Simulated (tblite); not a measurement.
Record of a relaxation.

Species: C₆H₆N₃ (doublet state).
Atom-mapped SMILES: `[H]/[N:9]=[CH:8]\[c:7]1[c:2]([CH3:1])[n:3][cH:4][c:5][n:6]1` (hydrogens: H10, H11, H12 on C1; H13 on C4; H14 on C8; H15 on N9)
Bond orders are those of one Lewis drawing.

Computed with GFN2-xTB (tblite), gas phase: L-BFGS steps from a force-field or distance-geometry start until the largest atomic force falls under 0.01 eV/Å. 13 of its 113 geometries are shown.

Step 0: E = -667.2406 eV, largest atomic force 4.141 eV/Å
```
atom  x, y, z in Å  |  force x, y, z in eV/Å
C1     -1.022   -1.425    0.423   -0.913  -0.872  -0.833
C2      0.157   -0.557    0.193    2.456  -2.349   0.168
N3      1.368   -1.212    0.180   -0.976   1.948  -0.332
C4      2.506   -0.524   -0.025   -0.822  -0.714   0.329
C5      2.432    0.835   -0.179   -3.681   1.894  -0.095
N6      1.225    1.481   -0.163    2.516  -1.902   0.099
C7      0.078    0.815    0.029    1.594   0.602   0.072
C8     -1.217    1.476    0.071   -0.828   0.800  -2.908
N9     -1.859    1.832   -0.992    0.352  -0.297   1.722
H10    -1.815   -1.228   -0.352    0.602   0.055   0.805
H11    -0.753   -2.509    0.281   -0.105   1.099   0.480
H12    -1.444   -1.236    1.423    0.113  -0.239  -0.425
H13     3.445   -1.062   -0.024   -0.217  -0.069   0.011
H14    -1.643    1.651    1.042   -0.321   0.133   0.077
H15    -1.462    1.671   -1.931    0.230  -0.089   0.829
```

Step 9: E = -667.7377 eV, largest atomic force 0.051 eV/Å
```
atom  x, y, z in Å  |  force x, y, z in eV/Å
C1     -1.025   -1.441    0.400    0.010  -0.001   0.019
C2      0.193   -0.599    0.193   -0.006  -0.022   0.003
N3      1.370   -1.192    0.173   -0.003   0.030  -0.005
C4      2.486   -0.515   -0.015    0.019   0.003  -0.003
C5      2.377    0.859   -0.186   -0.025  -0.020  -0.003
N6      1.242    1.453   -0.159   -0.025  -0.031  -0.018
C7      0.101    0.798    0.025   -0.025  -0.024   0.017
C8     -1.206    1.484    0.027   -0.019   0.016  -0.018
N9     -1.879    1.847   -0.970    0.020   0.017   0.008
H10    -1.795   -1.199   -0.331    0.047  -0.016   0.010
H11    -0.753   -2.490    0.320   -0.029   0.015  -0.004
H12    -1.437   -1.258    1.393    0.007  -0.005  -0.011
H13     3.413   -1.065   -0.023   -0.004   0.023   0.000
H14    -1.649    1.659    1.005    0.009   0.002   0.023
H15    -1.443    1.669   -1.875    0.024   0.015  -0.018
```

Step 19: E = -667.7403 eV, largest atomic force 0.043 eV/Å
```
atom  x, y, z in Å  |  force x, y, z in eV/Å
C1     -1.024   -1.454    0.408    0.026   0.017  -0.008
C2      0.194   -0.612    0.203    0.001   0.022  -0.030
N3      1.376   -1.196    0.178   -0.008   0.013   0.019
C4      2.485   -0.510   -0.017   -0.009  -0.003   0.002
C5      2.362    0.859   -0.204    0.015   0.018  -0.015
N6      1.223    1.446   -0.176   -0.008  -0.042   0.002
C7      0.090    0.783    0.028   -0.024   0.011  -0.008
C8     -1.210    1.483    0.028    0.007   0.006   0.028
N9     -1.862    1.873   -0.972    0.007   0.000  -0.020
H10    -1.783   -1.206   -0.333   -0.006  -0.016   0.023
H11    -0.764   -2.506    0.328    0.010   0.014   0.020
H12    -1.441   -1.263    1.397   -0.013  -0.024  -0.013
H13     3.419   -1.046   -0.022   -0.001  -0.015   0.000
H14    -1.652    1.665    1.006   -0.006  -0.023   0.001
H15    -1.418    1.692   -1.873    0.009   0.022  -0.002
```

Step 28: E = -667.7450 eV, largest atomic force 0.088 eV/Å
```
atom  x, y, z in Å  |  force x, y, z in eV/Å
C1     -1.022   -1.482    0.428    0.056   0.035   0.006
C2      0.184   -0.616    0.221    0.000   0.037  -0.018
N3      1.374   -1.185    0.208   -0.047  -0.024   0.019
C4      2.479   -0.503   -0.023   -0.081  -0.029  -0.020
C5      2.339    0.855   -0.276    0.024   0.020   0.052
N6      1.198    1.436   -0.231   -0.014  -0.079  -0.031
C7      0.071    0.776    0.021   -0.011  -0.001  -0.013
C8     -1.222    1.490    0.025    0.037  -0.066   0.036
N9     -1.823    1.947   -0.980    0.063  -0.025   0.025
H10    -1.786   -1.267   -0.319    0.068   0.000   0.012
H11    -0.730   -2.527    0.367   -0.005   0.026  -0.011
H12    -1.458   -1.298    1.410    0.032   0.032   0.009
H13     3.415   -1.038   -0.010   -0.033   0.036  -0.004
H14    -1.693    1.615    1.000   -0.037  -0.016  -0.075
H15    -1.330    1.804   -1.863   -0.050   0.056   0.013
```

Step 37: E = -667.7701 eV, largest atomic force 0.223 eV/Å
```
atom  x, y, z in Å  |  force x, y, z in eV/Å
C1     -1.004   -1.552    0.511    0.187   0.097  -0.054
C2      0.159   -0.636    0.271    0.037   0.133  -0.018
N3      1.366   -1.172    0.287   -0.059  -0.051   0.061
C4      2.452   -0.498   -0.034   -0.175  -0.095  -0.079
C5      2.261    0.809   -0.458    0.111   0.190   0.033
N6      1.117    1.377   -0.412   -0.037  -0.140   0.005
C7      0.011    0.739   -0.028   -0.035   0.030  -0.005
C8     -1.260    1.483   -0.017   -0.025  -0.153  -0.082
N9     -1.706    2.185   -0.963    0.093  -0.037   0.084
H10    -1.748   -1.427   -0.277    0.033  -0.017   0.105
H11    -0.619   -2.569    0.503   -0.142  -0.025   0.031
H12    -1.476   -1.355    1.474    0.041   0.041  -0.077
H13     3.402   -1.005    0.016   -0.022   0.025   0.025
H14    -1.874    1.405    0.878    0.025  -0.065  -0.025
H15    -1.086    2.221   -1.773   -0.032   0.067  -0.004
```

Step 47: E = -667.8358 eV, largest atomic force 0.143 eV/Å
```
atom  x, y, z in Å  |  force x, y, z in eV/Å
C1     -0.974   -1.570    0.600   -0.023   0.047   0.015
C2      0.163   -0.653    0.271   -0.070  -0.001  -0.056
N3      1.380   -1.157    0.347   -0.089  -0.062  -0.051
C4      2.445   -0.503   -0.066   -0.066  -0.012   0.106
C5      2.238    0.781   -0.560    0.020   0.042   0.006
N6      1.082    1.326   -0.541   -0.005  -0.005  -0.022
C7     -0.021    0.688   -0.148   -0.002  -0.061  -0.062
C8     -1.310    1.388   -0.169    0.035  -0.030   0.135
N9     -1.643    2.377   -0.873    0.054  -0.017  -0.037
H10    -1.736   -1.538   -0.177    0.042   0.021  -0.022
H11    -0.602   -2.588    0.697    0.011   0.078   0.011
H12    -1.444   -1.278    1.538    0.018   0.018   0.041
H13     3.395   -1.000    0.037    0.048   0.087  -0.065
H14    -2.055    1.017    0.531   -0.006  -0.044  -0.055
H15    -0.922    2.719   -1.510    0.034  -0.061   0.057
```

Step 56: E = -667.8522 eV, largest atomic force 0.115 eV/Å
```
atom  x, y, z in Å  |  force x, y, z in eV/Å
C1     -0.984   -1.550    0.625    0.019  -0.016   0.035
C2      0.161   -0.666    0.244   -0.001   0.000   0.021
N3      1.377   -1.176    0.317    0.007   0.001  -0.023
C4      2.439   -0.494   -0.061    0.003   0.018  -0.027
C5      2.237    0.794   -0.548    0.013   0.006  -0.041
N6      1.072    1.321   -0.577    0.005   0.017   0.046
C7     -0.020    0.665   -0.186   -0.004  -0.017  -0.033
C8     -1.318    1.340   -0.214   -0.023   0.042  -0.032
N9     -1.622    2.391   -0.835    0.014  -0.043   0.039
H10    -1.753   -1.542   -0.145    0.034  -0.014   0.009
H11    -0.620   -2.564    0.766    0.010  -0.012  -0.024
H12    -1.429   -1.214    1.561   -0.002   0.028  -0.004
H13     3.405   -0.963    0.025   -0.008  -0.028   0.027
H14    -2.094    0.866    0.379   -0.109   0.038   0.000
H15    -0.857    2.800   -1.371    0.044  -0.019   0.009
```

Step 65: E = -667.8593 eV, largest atomic force 0.093 eV/Å
```
atom  x, y, z in Å  |  force x, y, z in eV/Å
C1     -0.978   -1.558    0.645    0.004  -0.038   0.014
C2      0.158   -0.675    0.239   -0.010   0.007   0.047
N3      1.380   -1.173    0.304   -0.005  -0.005   0.001
C4      2.433   -0.481   -0.079   -0.007  -0.002  -0.002
C5      2.218    0.801   -0.578   -0.017  -0.013   0.031
N6      1.045    1.315   -0.596   -0.014  -0.002   0.006
C7     -0.039    0.652   -0.192   -0.011  -0.013  -0.032
C8     -1.338    1.329   -0.232   -0.002   0.081  -0.045
N9     -1.582    2.417   -0.818    0.028  -0.059   0.026
H10    -1.744   -1.578   -0.127   -0.013   0.013   0.010
H11    -0.612   -2.568    0.808    0.046  -0.012   0.010
H12    -1.423   -1.196    1.572   -0.012   0.001  -0.027
H13     3.401   -0.943    0.025    0.011   0.001  -0.027
H14    -2.159    0.846    0.291    0.026   0.026  -0.025
H15    -0.766    2.818   -1.284   -0.023   0.017   0.013
```

Step 75: E = -667.8644 eV, largest atomic force 0.044 eV/Å
```
atom  x, y, z in Å  |  force x, y, z in eV/Å
C1     -0.968   -1.565    0.684   -0.003  -0.005  -0.001
C2      0.148   -0.677    0.237    0.020   0.007   0.021
N3      1.372   -1.172    0.303    0.018  -0.008  -0.029
C4      2.423   -0.481   -0.089    0.003   0.008  -0.014
C5      2.206    0.807   -0.572    0.005  -0.015   0.007
N6      1.029    1.311   -0.612    0.007  -0.004  -0.002
C7     -0.056    0.637   -0.228    0.009   0.006  -0.005
C8     -1.354    1.313   -0.306   -0.004   0.019   0.039
N9     -1.556    2.458   -0.786    0.004  -0.006  -0.009
H10    -1.738   -1.638   -0.080    0.000   0.001  -0.021
H11    -0.567   -2.554    0.886   -0.019  -0.005   0.031
H12    -1.421   -1.170    1.593    0.000  -0.018   0.009
H13     3.392   -0.948   -0.014   -0.022   0.010   0.006
H14    -2.209    0.782    0.102   -0.001   0.002  -0.028
H15    -0.708    2.904   -1.140   -0.017   0.008  -0.005
```

Step 84: E = -667.8654 eV, largest atomic force 0.026 eV/Å
```
atom  x, y, z in Å  |  force x, y, z in eV/Å
C1     -0.965   -1.564    0.700    0.000   0.011  -0.007
C2      0.148   -0.678    0.237    0.012  -0.003   0.000
N3      1.371   -1.177    0.286    0.010  -0.001   0.008
C4      2.422   -0.481   -0.095    0.000  -0.003  -0.008
C5      2.208    0.812   -0.564   -0.007  -0.006   0.001
N6      1.028    1.309   -0.617   -0.004   0.001   0.002
C7     -0.056    0.635   -0.233    0.000  -0.004  -0.003
C8     -1.357    1.306   -0.330    0.000  -0.013   0.022
N9     -1.553    2.467   -0.772   -0.001   0.002  -0.018
H10    -1.731   -1.653   -0.067    0.000  -0.008  -0.002
H11    -0.564   -2.549    0.924    0.000   0.011  -0.002
H12    -1.423   -1.156    1.601   -0.005   0.007  -0.004
H13     3.391   -0.951   -0.026   -0.006   0.001   0.001
H14    -2.223    0.751    0.016    0.005   0.004  -0.002
H15    -0.700    2.936   -1.082   -0.004   0.002   0.012
```

Step 93: E = -667.8657 eV, largest atomic force 0.013 eV/Å
```
atom  x, y, z in Å  |  force x, y, z in eV/Å
C1     -0.964   -1.560    0.705    0.005   0.004   0.000
C2      0.149   -0.678    0.236    0.006   0.002  -0.006
N3      1.372   -1.179    0.283    0.003   0.000   0.001
C4      2.423   -0.483   -0.100    0.001   0.001   0.005
C5      2.208    0.813   -0.562   -0.006  -0.008   0.002
N6      1.029    1.309   -0.615    0.000   0.005  -0.006
C7     -0.056    0.633   -0.236    0.004   0.005   0.000
C8     -1.358    1.300   -0.342    0.001  -0.004   0.008
N9     -1.555    2.466   -0.767   -0.001   0.007   0.009
H10    -1.727   -1.661   -0.065    0.006  -0.006   0.005
H11    -0.562   -2.540    0.945   -0.005  -0.003   0.000
H12    -1.427   -1.140    1.598   -0.012   0.002  -0.005
H13     3.390   -0.954   -0.034   -0.003   0.000  -0.003
H14    -2.227    0.733   -0.023   -0.002  -0.005  -0.001
H15    -0.699    2.949   -1.048    0.002  -0.001  -0.008
```

Step 103: E = -667.8661 eV, largest atomic force 0.012 eV/Å
```
atom  x, y, z in Å  |  force x, y, z in eV/Å
C1     -0.965   -1.557    0.707    0.003   0.004  -0.004
C2      0.151   -0.676    0.243    0.004  -0.004  -0.011
N3      1.374   -1.177    0.289    0.000   0.000  -0.010
C4      2.423   -0.485   -0.104    0.000   0.001   0.004
C5      2.208    0.809   -0.572   -0.004  -0.010   0.003
N6      1.029    1.307   -0.621    0.002   0.001   0.004
C7     -0.054    0.634   -0.235    0.003   0.004   0.000
C8     -1.358    1.299   -0.338   -0.004  -0.004  -0.007
N9     -1.556    2.468   -0.756    0.005   0.000   0.002
H10    -1.706   -1.681   -0.081    0.001  -0.009   0.007
H11    -0.559   -2.529    0.973   -0.006   0.001   0.007
H12    -1.455   -1.124    1.577    0.002  -0.001  -0.004
H13     3.390   -0.958   -0.043   -0.006   0.009   0.003
H14    -2.226    0.727   -0.027    0.001   0.004   0.008
H15    -0.700    2.953   -1.034   -0.001   0.005  -0.001
```

Step 112: E = -667.8665 eV, largest atomic force 0.009 eV/Å
```
atom  x, y, z in Å  |  force x, y, z in eV/Å
C1     -0.964   -1.558    0.707    0.000   0.002   0.000
C2      0.150   -0.678    0.236    0.005  -0.007  -0.004
N3      1.372   -1.181    0.280    0.002   0.002   0.003
C4      2.422   -0.487   -0.109    0.002   0.001  -0.004
C5      2.207    0.806   -0.578   -0.001   0.004   0.004
N6      1.028    1.305   -0.628    0.003  -0.005  -0.002
C7     -0.055    0.633   -0.239    0.001   0.000   0.007
C8     -1.357    1.301   -0.335   -0.003   0.000  -0.002
N9     -1.554    2.474   -0.742   -0.001   0.001   0.005
H10    -1.683   -1.724   -0.094   -0.003   0.000  -0.002
H11    -0.553   -2.513    1.020    0.001  -0.002   0.000
H12    -1.484   -1.101    1.547    0.000   0.004   0.000
H13     3.390   -0.958   -0.045   -0.006   0.000   0.000
H14    -2.226    0.728   -0.026   -0.003  -0.003   0.000
H15    -0.698    2.961   -1.016    0.002   0.002  -0.005
```

Task: Summarise the path.

Result: The energy falls by 14.43 kcal/mol from step 0 to step 112; nine tenths of that is first reached at step 43. It falls at every step. The largest force goes from 4.141 to 0.009 eV/Å. Among the bonds C5–N6 changes most, from 1.369 to 1.281 Å; the atoms move by 0.726 Å rms after alignment.

Task: Follow the three bonds and two angles with the largest change from start to end.

Result: 
| step | E above end (kcal/mol) | largest force (eV/Å) | C5–N6 (Å) | C2–N3 (Å) | C1–H11 (Å) | C8–N9–H15 (°) | C2–C7–C8 (°) |
| --- | --- | --- | --- | --- | --- | --- | --- |
| 0 | 14.43 | 4.141 | 1.369 | 1.378 | 1.126 | 120.9 | 119.9 |
| 5 | 3.07 | 0.171 | 1.282 | 1.318 | 1.084 | 115.6 | 121.1 |
| 10 | 2.96 | 0.051 | 1.282 | 1.318 | 1.087 | 115.1 | 121.3 |
| 15 | 2.93 | 0.042 | 1.282 | 1.317 | 1.086 | 115.0 | 122.0 |
| 19 | 2.91 | 0.043 | 1.282 | 1.318 | 1.086 | 115.0 | 122.3 |
| 24 | 2.88 | 0.063 | 1.281 | 1.318 | 1.086 | 115.0 | 122.8 |
| 29 | 2.76 | 0.138 | 1.281 | 1.319 | 1.087 | 113.9 | 123.2 |
| 34 | 2.50 | 0.178 | 1.278 | 1.318 | 1.087 | 114.3 | 124.6 |
| 39 | 1.89 | 0.310 | 1.277 | 1.320 | 1.088 | 114.8 | 125.9 |
| 44 | 1.19 | 0.439 | 1.278 | 1.321 | 1.087 | 115.4 | 125.5 |
| 49 | 0.61 | 0.217 | 1.278 | 1.318 | 1.088 | 115.4 | 124.2 |
| 54 | 0.38 | 0.096 | 1.280 | 1.321 | 1.086 | 114.6 | 123.7 |
| 58 | 0.27 | 0.080 | 1.280 | 1.321 | 1.087 | 114.2 | 124.1 |
| 63 | 0.19 | 0.071 | 1.280 | 1.321 | 1.086 | 113.7 | 124.4 |
| 68 | 0.13 | 0.070 | 1.280 | 1.321 | 1.086 | 113.5 | 125.0 |
| 73 | 0.06 | 0.044 | 1.280 | 1.322 | 1.087 | 113.4 | 125.1 |
| 78 | 0.03 | 0.037 | 1.281 | 1.323 | 1.086 | 113.5 | 125.3 |
| 83 | 0.02 | 0.023 | 1.281 | 1.322 | 1.087 | 113.6 | 125.2 |
| 88 | 0.02 | 0.011 | 1.281 | 1.322 | 1.087 | 113.6 | 125.2 |
| 93 | 0.02 | 0.013 | 1.281 | 1.322 | 1.086 | 113.6 | 125.2 |
| 97 | 0.01 | 0.029 | 1.281 | 1.322 | 1.086 | 113.6 | 125.1 |
| 102 | 0.01 | 0.013 | 1.281 | 1.322 | 1.086 | 113.5 | 125.1 |
| 107 | 0.00 | 0.015 | 1.281 | 1.322 | 1.087 | 113.7 | 125.1 |
| 112 | 0.00 | 0.009 | 1.281 | 1.322 | 1.086 | 113.6 | 125.1 |

What follows is the cost of the whole relaxation. Hardware: one thread, Arm Neoverse V2 (aarch64), no GPU, shared host with 96 logical CPUs at a one-minute load of 64. Cost: 0.56 s.
